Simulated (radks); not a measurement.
Task: Radial electron density D(r) = 4 pi r^2 rho(r) of an atom or ion with 61 electrons. Calculated with a radial shooting solver on a logarithmic mesh with Libxc functionals: scalar-relativistic Kohn-Sham, r2SCAN, spin-polarised, spherical densities, finite nucleus; meta-GGA in the generalised Kohn-Sham scheme; Fermi nuclear charge, rms radius of each element as measured or else 0.836 A^(1/3) + 0.57 fm.

```
   r/bohr * D(r) (the largest magnitude, 111, reaches the edge; | marks zero)
0.0009247 | *
 0.001076 | *
 0.001253 |  *
 0.001447 |  *
 0.001685 |   *
 0.001961 |     *
 0.002283 |      *
 0.002658 |        *
 0.003095 |          *
 0.003574 |            *
 0.004161 |               *
 0.004844 |                  *
 0.005639 |                      *
 0.006564 |                          *
 0.007642 |                              *
 0.008826 |                                 *
  0.01027 |                                     *
  0.01196 |                                       *
  0.01392 |                                        *
  0.01621 |                                         *
  0.01887 |                                        *
  0.02197 |                                      *
  0.02537 |                                     *
  0.02954 |                                    *
  0.03439 |                                     *
  0.04003 |                                        *
   0.0466 |                                             *
  0.05425 |                                                  *
  0.06266 |                                                      *
  0.07294 |                                                      *
  0.08492 |                                                   *
  0.09886 |                                             *
   0.1151 |                                         *
    0.134 |                                        *
   0.1547 |                                           *
   0.1801 |                                               *
   0.2097 |                                               *
   0.2441 |                                        *
   0.2842 |                              *
   0.3309 |                     *
   0.3821 |                   *
   0.4448 |                     *
   0.5178 |                       *
   0.6029 |                     *
   0.7018 |                 *
    0.817 |           *
   0.9512 |        *
    1.098 |     *
    1.279 |    *
    1.489 |   *
    1.733 |  *
    2.018 | *
    2.349 |*
    2.713 |*
    3.158 *
    3.676 *
     4.28 *
    4.982 *
      5.8 *
    6.699 *
    7.798 *
    9.079 *
```

What is the nuclear charge?

Result: Z = 63. The innermost maximum, from 1s, lies near gamma/Z bohr with gamma = sqrt(1 - (Z/c)^2) = 0.888, here 0.0141 bohr (found: 0.0155), and its height grows with Z. The density is that of the europium ion Eu2+ in [Kr] 4d10 4f7 5s2 5p(up 3, down 2) 6s1; the configuration itself is not fixed sharply by these data, and Z only to a few units. D(r) has 4 maxima, at r = 0.0155, 0.0690, 0.192, 0.530 bohr, and minima at 0.0295, 0.127, 0.379 bohr, inside which lie 1.93, 11.17, 29.21 electrons.
